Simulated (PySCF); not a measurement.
## Frontier orbitals and the lowest excitations

2-chloropyrimidine, C4H3ClN2.
Geometry (PBE0-D3(BJ)/def2-SVP, Å), atoms numbered from 1 in this order:
```xyz
10
C4H3ClN2 angstrom
Cl     5.3898    0.3049   -0.1065
C      3.6703    0.4645   -0.1046
N      3.1963    1.6729    0.1502
C      1.8716    1.7905    0.1491
C      1.0301    0.7104   -0.1044
C      1.6577   -0.5066   -0.3571
N      2.9812   -0.6356   -0.3581
H      1.4691    2.7879    0.3594
H     -0.0559    0.8116   -0.1045
H      1.0779   -1.4127   -0.5667
```

Level of theory: PySCF, TDDFT wB97X-D/def2-SVPD, vertical, gas phase, core orbitals frozen in the response.

Kohn–Sham orbitals with the atoms that hold most of them (Löwdin shares over 4%, at most four atoms; ? is withheld):

```csv
orbital,ε (eV),atoms
LUMO+2,2.13,"C5 20%, C6 16%, C4 16%, H9 12%"
LUMO+1,0.42,"C2 24%, C5 20%, N7 12%, N3 12%"
LUMO,?,"C6 22%, C4 22%, N3 18%, N7 18%"
HOMO,-9.78,?
HOMO-1,-9.94,?
HOMO-2,-11.13,"Cl1 81%, C2 9%"
HOMO-3,-11.42,"N3 30%, N7 30%, Cl1 10%, C2 10%"
```

(1) Give the leading atoms of the HOMO.

(2) Give the leading atoms of the HOMO-1.

(3) What is the LUMO energy, and the HOMO–LUMO gap?

Results:

(1) N3 (bonded to 2 C) 34%; N7 (bonded to 2 C) 34%; C6 (bonded to C, N and H) 6%; C4 (bonded to C, N and H) 6%. By element: nitrogen 67%, carbon 13% or more.

(2) Cl1 (bonded to C) 34%; C5 (bonded to 2 C and H) 21%; C2 (bonded to Cl and 2 N) 11%; C6 (bonded to C, N and H) 8%. By element: carbon 40% or more, chlorine 34%.

(3) ε(LUMO) = 0.02 eV; the gap is 9.80 eV (0.3602 hartree).

Q: How does S1 compare with the orbital gap of 9.80 eV?

A: S1 is at 4.54 eV (f = 0.0043), 5.26 eV below the gap, made of HOMO→LUMO (98%). Without the coupling terms of the response equations the lowest excitation would equal the gap.

Q: One configuration dominates each of S1, S2, S3, S5, S7 and S8. Which, and how do the shares of the two leading atoms of either orbital change from the occupied to the empty one?

A: 
- S1 (4.54 eV, f 0.0043), HOMO→LUMO (98%): N3 34% → 18%, N7 34% → 18%, C6 6% → 22%, C4 6% → 22%
- S2 (4.95 eV, f 0.0000), HOMO→LUMO+1 (98%): N3 34% → 12%, N7 34% → 12%, C2 at most 7% → 24%, C5 at most 7% → 20%
- S3 (5.53 eV, f 0.044), HOMO-1→LUMO (85%): Cl1 34% → at most 18%, C5 21% → at most 18%, C6 8% → 22%, C4 at most 9% → 22%
- S5 (6.31 eV, f 0.236), HOMO-1→LUMO+1 (92%): Cl1 34% → at most 12%, C5 21% → 20%, C2 11% → 24%
- S7 (6.94 eV, f 0.0000), HOMO-2→LUMO+1 (96%): Cl1 81% → at most 12%, C2 9% → 24%, C5 at most 4% → 20%
- S8 (7.09 eV, f 0.0014), HOMO-2→LUMO (97%): Cl1 81% → at most 18%, C2 9% → at most 18%, C6 at most 4% → 22%, C4 at most 4% → 22%

Löwdin shares depend on the basis, the more so with diffuse functions.
